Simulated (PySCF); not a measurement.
Choosing a molecule for a target property.

Species are written as SMILES; each is one conformer at its optimised geometry, gas phase, non-relativistic unless stated. Electronic properties by PySCF.

Dipoles, sizes and rotational constants follow the conformer. The torsions of the flexible species, by atom-mapped SMILES:
- `[CH3:1][CH:2]([CH3:3])[O:4][SiH2:5][C:6]([F:7])([F:8])[F:9]`: C1–C2–O4–Si5 83°, C2–O4–Si5–C6 -178°, O4–Si5–C6–F7 -176°
- `[F:1][CH2:2][C:3]([F:4])([F:5])[O:6][CH2:7][CH2:8][SiH3:9]`: F1–C2–C3–F4 57°, C2–C3–O6–C7 180°, C3–O6–C7–C8 180°, O6–C7–C8–Si9 180°
- `[CH:1]#[C:2][SiH2:3][S:4][Si@H:5]([CH3:6])[CH2:7][CH:8]=[CH2:9]`: C2–Si3–S4–Si5 75°, Si3–S4–Si5–C6 -50°, S4–Si5–C7–C8 -177°, Si5–C7–C8–C9 -102°
- `[CH3:1][CH2:2][CH2:3][NH:4][Si@@H:5]1[CH2:6][CH:7]=[N:8]1`: C1–C2–C3–N4 68°, C2–C3–N4–Si5 -88°, C3–N4–Si5–C6 -167°
- `[CH3:1][CH2:2][CH2:3][O:4][Si:5]([F:6])([F:7])[CH2:8][F:9]`: C1–C2–C3–O4 180°, C2–C3–O4–Si5 -165°, C3–O4–Si5–F6 174°, O4–Si5–C8–F9 -24°
- `[SiH3:1]/[CH:2]=[C:3](/[SiH3:4])[CH:5]1[CH2:6][C:7](=[S:8])[CH2:9]1`: C2–C3–C5–C6 144°

Question: Wanted: HOMO energy above -9 eV (PBE0/pcSseg-1) and smallest rotational constant below 0.45 GHz (GFN2-xTB), at GFN2-xTB geometries. Which candidate meets both?
A. `C#C[SiH2]S[Si@H](C)CC=C`
B. `FCC(F)(F)OCC[SiH3]`
C. `CCCN[Si@@H]1CC=N1`
D. `CC(C)O[SiH2]C(F)(F)F`

Answer: A. Computed values:
```csv
species,HOMO energy,smallest rotational constant
FCC(F)(F)OCC[SiH3],-9.15 eV,0.472 GHz
CC(C)O[SiH2]C(F)(F)F,-8.64 eV,0.636 GHz
C#C[SiH2]S[Si@H](C)CC=C,-7.21 eV,0.421 GHz
CCCN[Si@@H]1CC=N1,-6.45 eV,0.861 GHz
```

Question: Wanted: dipole moment below 2.2 D (PBE0/pcSseg-1) and HOMO–LUMO gap below 9 eV (PBE0/pcSseg-1), at GFN2-xTB geometries. Which candidate meets both?
A. `CCCN[Si@@H]1CC=N1`
B. `C(F)(F)([SiH2]OC(C)C)F`
C. `FC[Si](F)(OCCC)F`
D. `C1C(CC1/C(=C\[SiH3])[SiH3])=S`
E. `FCC(F)(F)OCC[SiH3]`

Answer: A. Computed values:
| species | dipole moment | HOMO–LUMO gap |
| --- | --- | --- |
| FC[Si](F)(OCCC)F | 1.83 D | 9.30 eV |
| CCCN[Si@@H]1CC=N1 | 2.02 D | 6.26 eV |
| C1C(CC1/C(=C\[SiH3])[SiH3])=S | 2.31 D | 4.27 eV |
| FCC(F)(F)OCC[SiH3] | 3.09 D | 9.70 eV |
| C(F)(F)([SiH2]OC(C)C)F | 4.09 D | 8.68 eV |
